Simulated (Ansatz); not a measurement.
BrH, SMILES Br.

Geometry optimised at PBE0-D3(BJ)/def2-TZVPD.

Two levels are set side by side: PBE/def2-TZVPD (Ansatz, a first-principles code) and CAM-B3LYP/def2-TZVPD (Ansatz). Energy differences of separate SCF runs at the same geometry; the states with an electron removed or added have multiplicity 2 and 2. Differences are taken from unrounded values.

| quantity | CAM-B3LYP |
|---|---|
| vertical ionisation energy (eV) | 11.81 |
| vertical singlet–triplet gap (eV) | 6.27 |

**Question.** What does PBE give, and how far is it from CAM-B3LYP? (The exact figures need the calculation; the answer reports its results.)

**Answer.** 
```
quantity                             PBE  PBE minus CAM-B3LYP
---------------------------------  -----  -------------------
vertical ionisation energy (eV)    11.72                -0.09
vertical singlet–triplet gap (eV)   6.14                -0.13
```
